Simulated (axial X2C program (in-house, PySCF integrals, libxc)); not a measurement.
Curves of HoSH from open-shell CI on f10 s2

Calculated with an axial X2C code built on PySCF integrals: two-component X2C with atomic mean-field Coulomb and Gaunt terms, basis Ho dyall-v3z, S dyall-av3z, H dyall-v3z (cores contracted in-house). Orbitals come from Hartree–Fock averaged over the configuration Ho f10 s2; CI then distributes these electrons over the f, s shells of Ho.

Scan along the Ho–S bond with SH moving as one mass, its bond held at 1.340 Å; masses Ho 164.930 u, S 31.972 u, H 1.008 u. Energies in cm⁻¹ from the lowest point; levels are followed by energy order within each Ω. Lowest level at 2.495 Å: 100% f10 s2.

| R (Å) | (1)Ω=8 | (1)Ω=7 | (1)Ω=6 | (1)Ω=5 | (1)Ω=4 |
| --- | --- | --- | --- | --- | --- |
| 2.320 | 1631 | 1688 | 1790 | 1885 | 1950 |
| 2.408 | 358 | 429 | 525 | 611 | 671 |
| 2.495 | 0 | 77 | 168 | 246 | 303 |
| 2.595 | 375 | 454 | 537 | 608 | 660 |
| 2.695 | 1323 | 1401 | 1477 | 1541 | 1589 |
| 2.807 | 2814 | 2887 | 2956 | 3013 | 3057 |
| 2.944 | 4973 | 5039 | 5099 | 5149 | 5187 |

Task: Fit the curves (1)Ω=8, (1)Ω=7, (1)Ω=6, (1)Ω=5, (1)Ω=4 near their minima.

Result: From the open-shell CI curves, Te from the lowest:

```tsv
level	Te (cm⁻¹)	Re (Å)	ωe (cm⁻¹)
(1)Ω=8	0	2.495	322.6
(1)Ω=7	77	2.494	321.9
(1)Ω=6	168	2.495	321.2
(1)Ω=5	246	2.496	320.7
(1)Ω=4	303	2.497	320.4
```

Without dynamic correlation distances can be off by several hundredths of an Å (long for ionic bonds, short for multiple bonds) and the wavenumbers are rough.

The 5 lowest curves are shown; the next is (1)Ω=3, from 337 cm⁻¹.

There is no dynamic correlation: spin–orbit spacings and, for f shells, spacings inside one term are the most reliable numbers, splittings between terms come out too wide, and energies between configurations are not reliable, so the lowest level need not be the ground state of the molecule. At most 4 roots were kept for each Ω > 0 (twice that for Ω = 0) within 2.2 eV of the lowest, so higher up levels can be missing between those listed; levels with Ω > 0 are doubly degenerate and listed once, Ω = 0 levels singly. The molecule was held linear; bending was not examined. Hydrosulfides and their kin are strongly bent in nature, so this linear model does not describe the real molecule.
